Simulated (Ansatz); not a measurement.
Calculated with Ansatz (gas phase, PBE0-D4/def2-TZVP geometries, no zero-point term in ΔE). CBS: MP2 limit from def2 TZ/QZ plus the TZ coupled-cluster correction, frozen cores. Functionals use def2-TZVPP. Elements past krypton have def2 core potentials. For Sn outer-core shells are correlated without core-valence functions, which leaves a few kJ/mol of doubt a bond. Each species was taken in one conformer, which may not be the lowest.

Reaction (cleavage of the B–Sn bond): `[BH2][SnH2][AlH][CH3]` + `C=CNC` → `BN(C)C=C` + `[CH3][AlH][SnH3]`

```json
{"species": "`[BH2][SnH2][AlH][CH3]`", "LC-ωPBE energy (Eh)": "-524.38361"}
{"species": "`C=CNC`", "LC-ωPBE energy (Eh)": "-173.20736"}
{"species": "`BN(C)C=C`", "LC-ωPBE energy (Eh)": "-198.67227"}
{"species": "`[CH3][AlH][SnH3]`", "LC-ωPBE energy (Eh)": "-498.98110"}
```

Work out ΔE.

ΔE = (-198.67227) + (-498.98110) − (-524.38361) − (-173.20736) = -0.06240 Eh = -39.2 kcal/mol. CCSD(T)/CBS gives -39.3 kcal/mol.

Largest T1 diagnostic among the species: 0.014.

In def2-TZVPP, CCSD(T) changes the Hartree–Fock value by −1.7 kcal/mol (the triples alone add −0.5 kcal/mol) and MP2 by −2.1 kcal/mol. Leaving LDA and LC-ωPBE aside and taking each functional with its dispersion term where it has one, the values, not all of them listed here, spread over 3.4 kcal/mol, from CAM-B3LYP-D4 to PBE-D4. LDA lies −4.8 kcal/mol from PBE without D4. At CCSD(T), def2-SVP lies −4.1 kcal/mol from the extrapolated value and def2-TZVPP −0.9 kcal/mol.
